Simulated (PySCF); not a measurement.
C₆H₆O₄.
Cartesian coordinates in Å at the GFN2-xTB level; atoms count from 1:
```
atom  x, y, z in Å
C1    -2.8183    0.6938   -0.0307
C2    -1.4168    0.3551   -0.4345
O3    -0.7523    0.9089   -1.2598
O4    -0.9685   -0.7279    0.2755
C5     0.3308   -1.0346    0.1686
C6     1.5622   -0.6933   -0.0689
O7     2.4965    0.2455   -0.3255
C8     2.2534    1.4907    0.1089
O9     1.3450    1.8349    0.7985
C10    1.3381   -2.1548    0.2201
H11   -3.4157    0.8950   -0.9160
H12   -2.7871    1.6026    0.5683
H13   -3.2527   -0.1106    0.5543
H14    3.0594    2.1421   -0.2617
H15    1.6174   -2.5677    1.1838
H16    1.4011   -2.8708   -0.5923
```

Closed-shell single points with PySCF (density fitting; grid level 2 and gas phase unless stated) on one GFN2-xTB geometry.

Question: Rank these settings by the dipole moment, lowest first.
A. mPW1PW91/6-31++G**, grid level 4, energy threshold 1e-07 Eh
B. KT3/pcSseg-1, damping 0.2 at the start, DIIS from the seventh cycle
C. PBE0/def2-SVPD, IEF-PCM methanol

Answer: B (1.03 D), A (1.13 D), C (1.54 D).

Question: Rank these settings by the LUMO energy, lowest first.
A. PBE0/def2-SVPD, IEF-PCM methanol
B. KT3/pcSseg-1, damping 0.2 at the start, DIIS from the seventh cycle
C. mPW1PW91/6-31++G**, grid level 4, energy threshold 1e-07 Eh

Answer: B (-1.67 eV), A (-0.90 eV), C (-0.77 eV).

All figures of these runs:

```tsv
settings	basis functions	SCF cycles	E (Eh)	HOMO (eV)	LUMO (eV)	dipole (D)
PBE0/def2-SVPD, IEF-PCM methanol	260	14	-532.1103	-6.88	-0.90	1.54
mPW1PW91/6-31++G**, grid level 4, energy threshold 1e-07 Eh	216	10	-532.9260	-6.79	-0.77	1.13
KT3/pcSseg-1, damping 0.2 at the start, DIIS from the seventh cycle	200	30	-540.7261	-5.68	-1.67	1.03
```

Cycle counts include a coarse-grid stage where the run had one. All basis functions are spherical, in the Pople sets too. KT3 was designed for NMR shieldings or shifts; total energies of different functionals aren't comparable. Geometry: GFN2-xTB, one conformer.
